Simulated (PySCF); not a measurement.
**Working with the constants of CsP**

HSE06 constants of CsP, ³Σ⁻ (triplet), unpaired electrons π ↑↑ (PySCF, scalar-relativistic core potentials, basis sets Cs def2-SVP with ECP46, P def2-SVP; masses 132.9054 and 30.9738 u):

| Item | Value |
| --- | --- |
| ωe | 166.4 cm⁻¹ |
| ωexe | 0.722 cm⁻¹ |
| Be | 0.060191 cm⁻¹ |
| αe | 0.000323 cm⁻¹ |
| D (centrifugal) | 3.15e-08 cm⁻¹ |
| De to Cs + P | 1.23 eV |

(1) Give the vibrational terms G(v) and spacings up to v = 6.

(2) How well does the Morse estimate ωe²/(4ωexe) reproduce De, and what is D0?

These are scalar-relativistic numbers at best; spin–orbit coupling would shift them, the dissociation energy most. The state was picked by a PBE0 search and need not be the measured ground state.

## Answers

(1) G(v) = ωe(v+½) − ωexe(v+½)².

```json
{"v": "0", "G(v) (cm⁻¹)": "83.0", "G(v) − G(v−1)": "", "Bv (cm⁻¹)": "0.06003"}
{"v": "1", "G(v) (cm⁻¹)": "248.0", "G(v) − G(v−1)": "165.0", "Bv (cm⁻¹)": "0.05971"}
{"v": "2", "G(v) (cm⁻¹)": "411.5", "G(v) − G(v−1)": "163.5", "Bv (cm⁻¹)": "0.05938"}
{"v": "3", "G(v) (cm⁻¹)": "573.6", "G(v) − G(v−1)": "162.1", "Bv (cm⁻¹)": "0.05906"}
{"v": "4", "G(v) (cm⁻¹)": "734.2", "G(v) − G(v−1)": "160.6", "Bv (cm⁻¹)": "0.05874"}
{"v": "5", "G(v) (cm⁻¹)": "893.4", "G(v) − G(v−1)": "159.2", "Bv (cm⁻¹)": "0.05841"}
{"v": "6", "G(v) (cm⁻¹)": "1051.1", "G(v) − G(v−1)": "157.7", "Bv (cm⁻¹)": "0.05809"}
```

(2) It gives 1.19 eV, 97 % of the computed De. D0 = De − G(0) = 1.23 − 0.01 = 1.22 eV.
